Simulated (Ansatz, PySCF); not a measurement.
Complex: CH3F (SMILES CF) (first 5 atoms) with GeH4 (SMILES [GeH4]); geometry from B3LYP-D3(BJ)/def2-TZVP.
(charge 0, multiplicity 1):
```xyz
10

C     -0.433    -0.038    -0.156
F      0.765    -0.171     0.540
H     -1.019     0.756     0.308
H     -0.207     0.214    -1.192
H     -0.973    -0.983    -0.105
Ge    -0.059    -0.196     3.683
H     -0.360     1.176     3.062
H      1.444    -0.487     3.618
H     -0.841    -1.281     2.928
H     -0.516    -0.188     5.152
```

Interaction energies are E(AB) − E(A) − E(B) at the monomers' geometry in the complex; basis-set methods are counterpoise corrected. Rows marked so take none.

Cores are frozen in the correlated methods. Filled d and f shells under p-block atoms count as core. Rows in 3-21G, 6-31G* carry no dispersion term and start afresh at each structure (6-31G* with six Cartesian d functions); the Pople sets are all-electron and without relativity.

Programs: Ansatz (a program for electronic structure); PySCF for 3-21G rows, 6-31G* rows, the dispersion terms. 

| level | interaction energy (kcal/mol) |
|---|---|
| BLYP/def2-TZVPPD | 0.69 |
| revPBE-D4/def2-TZVPPD | -1.20 |
| B3LYP/3-21G (no counterpoise) | -6.14 |
| B3LYP/6-31G* | 0.43 |
| B3LYP/def2-TZVPPD | 0.16 |
| B3LYP-D3(BJ)/def2-TZVPPD | -1.40 |
| PBE0-D3(BJ)/def2-TZVPPD | -1.41 |
| SCS-MP2/aug-cc-pVDZ | ___ |
| CCSD/aug-cc-pVDZ | ___ |

Task: Some entries are withheld; supply them.

Result: 
- SCS-MP2/aug-cc-pVDZ, interaction energy (kcal/mol): -0.81
- CCSD/aug-cc-pVDZ, interaction energy (kcal/mol): -1.00
